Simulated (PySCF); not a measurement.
Energy landscape of F2Ge, singlet: map of symmetric stretch and bend. Scanned: Ge-F bond length and F-Ge-F angle.

Computed with PBE/cc-pVDZ run with PySCF.

Energy in kcal/mol above the lowest grid point; x is the Ge-F bond length (Å), y the F-Ge-F angle (°).

```csv
y \ x,1.48,1.57,1.65,1.74,1.83,1.91,2,2.09,2.18,2.26,2.35
180,162.6,97.3,62.9,42.2,34.5,35.1,41.2,51.2,63.3,75.1,88.9
171.36,160.4,95.4,61.3,40.9,33.5,34.2,40.5,50.6,62.8,74.7,88.5
162.73,154.1,90.2,56.9,37.3,30.5,31.7,38.4,48.8,61.4,73.5,87.5
154.09,144.8,82.5,50.4,31.9,26.1,28.0,35.4,46.3,59.3,71.7,86.0
145.45,134.1,73.4,42.7,25.5,20.8,23.6,31.7,43.3,56.8,69.6,84.2
136.82,123.2,64.0,34.7,18.9,15.3,18.9,27.9,40.1,54.2,67.4,82.4
128.18,113.0,55.2,27.0,12.5,10.0,14.5,24.2,37.1,51.7,65.3,80.7
119.55,104.6,47.7,20.4,7.0,5.4,10.6,21.1,34.6,49.6,63.6,79.3
110.91,98.4,42.1,15.5,2.8,2.0,7.7,18.8,32.7,48.2,62.4,78.4
102.27,95.4,39.2,12.7,0.4,0.0,6.1,17.6,31.9,47.6,62.0,78.2
93.64,96.9,39.7,12.9,0.4,0.1,6.3,17.9,32.4,48.2,62.8,79.0
85,105.4,45.8,17.5,4.0,3.1,9.0,20.4,34.7,50.4,64.8,81.0
```

Points that lie below all their neighbours on the grid: x = 1.83, y = 102.27 (0.0 kcal/mol).
